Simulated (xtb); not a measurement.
Ga(H)(F)(OH) (FGaH2O), SMILES [OH][GaH][F]. All values are semi-empirical tight-binding results from xtb (GFN2-xTB unless named), good for trends rather than for accurate numbers. The structure is a stationary point at GFN2-xTB. One conformer was computed; it need not be the lowest.

Optimised geometry:

```xyz
5

Ga    -0.3070     0.0137     0.0000
H     -1.8014     0.0629     0.0000
F      0.6561     1.4685     0.0000
O      0.4981    -1.4978     0.0000
H      1.4274    -1.7226     0.0000
```
Charge 0, spin multiplicity 1.

For metal compounds this method's bond lengths and energies can be far off.

```yaml
point_group_as_xtb_finds_it: Cs
orbital_gap: 5.41 eV
zero_point_energy: 11.8 kcal/mol
G − E(el) at 298.15 K (modified RRHO): -5.8 kcal/mol
```

Computed atomic charges and the Wiberg bond orders between heavy atoms:
charges (e) Ga1 0.26, H2 0.09, F3 -0.26, O4 -0.44, H5 0.35. Bond orders Ga1–F3 1.14, Ga1–O4 1.29.
